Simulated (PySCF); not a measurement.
Species: C7H13P.
SMILES with atom numbers: `[CH2:1]1[CH2:2][CH:3]2[CH2:4][CH2:5][CH2:6][P:7]2[CH2:8]1` (hydrogens: H9, H10 on C1; H11, H12 on C2; H13 on C3; H14, H15 on C4; H16, H17 on C5; H18, H19 on C6; H20, H21 on C8)

Structure used (PBE0-D3(BJ)/def2-SVP), in Å, numbered top down from 1:
```xyz
21
C7H13P angstrom
C      1.9098    0.5073    0.4253
C      1.5849   -0.8873   -0.1050
C      0.1338   -0.8661   -0.5955
C     -0.9039   -0.9841    0.5358
C     -2.0487   -0.0134    0.2682
C     -1.4076    1.3123   -0.1323
P     -0.1169    0.8388   -1.4061
C      1.4629    1.4999   -0.6451
H      1.3525    0.6880    1.3607
H      2.9781    0.6166    0.6736
H      1.7379   -1.6695    0.6579
H      2.2617   -1.1243   -0.9436
H     -0.0369   -1.6506   -1.3484
H     -1.2581   -2.0217    0.6462
H     -0.4277   -0.7136    1.4943
H     -2.6718   -0.3892   -0.5622
H     -2.7156    0.0949    1.1394
H     -2.1317    2.0253   -0.5538
H     -0.9327    1.7924    0.7401
H      2.2109    1.5623   -1.4525
H      1.3166    2.5247   -0.2688
```

Level: PBE0/pcSseg-1 and wB97X-D/def2-SVPD in PySCF, non-relativistic, on one gas-phase PBE0-D3(BJ)/def2-SVP geometry that isn't relaxed in the solvent. The solvent is an IEF-PCM continuum (Bondi radii, 1.10 Å for H, scaled by 1.2). Specific hydrogen bonds and non-electrostatic terms are outside this model.

Gas phase at PBE0/pcSseg-1: HOMO -6.34 eV, LUMO 1.11 eV, dipole 1.53 D.

Question: What does the continuum do to the energy, the frontier levels and the dipole at PBE0/pcSseg-1 in chloroform and tetrahydrofuran?

Answer: 
| solvent | ε | E(solvent) − E(gas) (kcal/mol) | polarisation term (kcal/mol) | distortion of the solute (kcal/mol) | HOMO (eV) | LUMO (eV) | dipole (D) |
| --- | --- | --- | --- | --- | --- | --- | --- |
| chloroform | 4.711 | -1.81 | -2.06 | 0.25 | -6.42 | 1.18 | 2.02 |
| tetrahydrofuran | 7.426 | -2.11 | -2.45 | 0.34 | -6.44 | 1.18 | 2.11 |

The first energy column is the sum of the next two and covers electrostatics alone. From chloroform to tetrahydrofuran the lowering changes by a factor 1.16, Onsager's factor (ε − 1)/(2ε + 1) by 1.14 and ε itself by 1.6.

Question: Which radius a makes the point-dipole formula ΔE = −[(ε − 1)/(2ε + 1)]·μ²/a³ give the value in tetrahydrofuran, with the gas-phase dipole?

Answer: μ = 0.604 au and |ΔE| = 0.00336 Eh give a = 1.87 Å; the farthest nucleus lies 3.05 Å from the centroid of the nuclei, so such a sphere wouldn't even hold the nuclei. The formula assumes a rigid point dipole at the centre of a sphere.

Question: Give the dipole vector in the frame of the coordinates (D, pointing from negative to positive charge), gas and tetrahydrofuran.

Answer: Gas (0.28, -0.30, 1.48), solvent (0.40, -0.39, 2.03). Its length changes by +37 % and its direction by less than 1°.

Question: Which Mulliken charges (PBE0/pcSseg-1) respond most in chloroform (means over atoms taken as equivalent)?

Answer: 
| atoms | environment | gas (e) | solvent (e) | change |
| --- | --- | --- | --- | --- |
| P7 | phosphine phosphorus | +0.397 | +0.342 | -0.055 |
| H19/H21 | methylene hydrogen | +0.143 | +0.151 | +0.008 |
| H9/H17 | methylene hydrogen | +0.123 | +0.128 | +0.005 |
| H11/H15 | methylene hydrogen | +0.120 | +0.125 | +0.005 |
| C3 | sp3 carbon bound to phosphorus | -0.520 | -0.515 | +0.005 |
| C1/C5 | ring CH2 carbon | -0.226 | -0.230 | -0.004 |
| H12/H14 | methylene hydrogen | +0.125 | +0.128 | +0.003 |
| H10/H16 | methylene hydrogen | +0.127 | +0.130 | +0.003 |

Gas phase at wB97X-D/def2-SVPD: HOMO -8.13 eV, LUMO 2.38 eV, dipole 1.57 D.

Question: What does the continuum do to the energy, the frontier levels and the dipole at wB97X-D/def2-SVPD in chloroform?

Answer: 
```json
{"solvent": "chloroform", "ε": "4.711", "E(solvent) − E(gas) (kcal/mol)": "-1.87", "polarisation term (kcal/mol)": "-2.18", "distortion of the solute (kcal/mol)": "0.31", "HOMO (eV)": "-8.21", "LUMO (eV)": "2.51", "dipole (D)": "2.12"}
```

Question: How does the static polarisability (wB97X-D/def2-SVPD, frozen core, with the continuum's full static response) change?

Answer: 
```tsv
medium	isotropic (au)	principal values (au)	⟨r²⟩ of the electrons (bohr²)
gas	101.4	90.4, 102.6, 111.2	1052.7
chloroform	131.5	119.9, 133.8, 140.9	1052.7
```

The isotropic value in chloroform is 1.30 times the gas-phase one; no cavity-field correction is applied. ⟨r²⟩ is taken about the centre of nuclear charge.

Time: 43 s of wall time; peak memory 1.2 GiB. Hardware: one thread of an Arm Neoverse V1, on a shared host. This is the whole shielding run at PBE0/pcSseg-1 in tetrahydrofuran, SCF included.

The pairwise dispersion term of wB97X-D wasn't added to the energies; at a given geometry it leaves orbitals and properties as they are.
